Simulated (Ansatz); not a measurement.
`F[SiH](F)[Si](Cl)(Cl)Cl` + `N[SiH](Cl)Cl` → `F[SiH](F)N[SiH](Cl)Cl` + `Cl[SiH](Cl)Cl`  (cleavage of the Si–Si bond)

Computed with Ansatz on PBE0-D4/def2-TZVP structures; ΔE is electronic, products minus reactants. CCSD(T)/CBS adds triple-zeta CCSD(T) − MP2 to the extrapolated MP2 energy (def2 sets, frozen cores). This one scheme is used for every species. Functionals use def2-TZVPP. B3LYP here is the variant with VWN-RPA as its local correlation; programs differ in this. Each species was taken in one conformer, which may not be the lowest.

`F[SiH](F)[Si](Cl)(Cl)Cl`:

Z-matrix (Å, degrees):
```
Si
F 1 1.586
Si 1 2.343 2 108.6
F 1 1.587 2 108.0 3 -117.6
H 1 1.478 2 108.7 3 124.6
Cl 3 2.038 1 109.1 2 61.8
Cl 3 2.038 1 109.0 2 -179.4
Cl 3 2.034 1 111.1 2 -58.8
```

`N[SiH](Cl)Cl`:

Cartesian coordinates in Å:
```
N -0.177 0.039 -1.098
Si 0.248 0.087 0.539
Cl -0.843 1.574 1.412
Cl -0.139 -1.637 1.590
H -1.141 0.115 -1.380
H 0.360 -0.519 -1.743
H 1.691 0.342 0.680
```

`F[SiH](F)N[SiH](Cl)Cl`:

Cartesian coordinates in Å:
```
F 0.873 -2.285 0.138
Si 1.343 -0.775 0.082
F 2.558 -0.695 -0.934
N 0.129 0.230 -0.576
Si -1.406 0.645 0.043
Cl -1.608 2.672 0.170
Cl -1.523 -0.194 1.898
H 1.795 -0.400 1.425
H 0.369 0.640 -1.470
H -2.530 0.162 -0.775
```

`Cl[SiH](Cl)Cl`:

Cartesian coordinates in Å:
```
Cl -1.513 -0.557 -1.175
Si 0.055 0.080 -0.055
Cl -0.628 0.808 1.713
Cl 1.314 -1.472 0.293
H 0.772 1.140 -0.776
```

```csv
level,ΔE (kJ/mol),difference from CCSD(T)/CBS
PBE-D4,-74.2,27.4
r2SCAN-D4,-94.2,7.4
PBE0-D4,-85.0,16.6
B3LYP-D4,-90.9,10.7
ωB97X-V,-95.9,5.7
ωB97M-V,-102.9,-1.3
B2PLYP,-99.4,2.2
PBE,-74.7,26.9
r2SCAN,-94.3,7.3
PBE0,-85.7,15.9
B3LYP,-91.9,9.7
HF/def2-TZVPP,-114.8,-13.2
MP2/def2-TZVPP,-108.6,-7.0
SCS-MP2/def2-TZVPP,-108.7,-7.1
CCSD/def2-TZVPP,-106.1,-4.5
CCSD(T)/def2-TZVPP,-103.9,-2.3
HF/def2-QZVPP,-116.3,-14.7
MP2/def2-QZVPP,-107.8,-6.2
SCS-MP2/def2-QZVPP,-107.9,-6.3
HF/CBS(def2),-116.5,-14.9
MP2/CBS(def2),-106.3,-4.7
CCSD/CBS(def2),-103.8,-2.2
CCSD(T)/CBS,-101.6,0
```

Largest T1 diagnostic among the species: 0.011.

In def2-TZVPP, CCSD(T) changes the Hartree–Fock value by +10.8 kJ/mol (the triples alone add +2.2 kJ/mol) and MP2 by +6.1 kJ/mol. From PBE to PBE0 (25 % exact exchange), in def2-TZVPP and without D4, ΔE moves by −10.9 kJ/mol.

CCSD(T)/CBS has its own doubt, a few kJ/mol and more with outer-core shells, so smaller differences from it don't rank the levels.
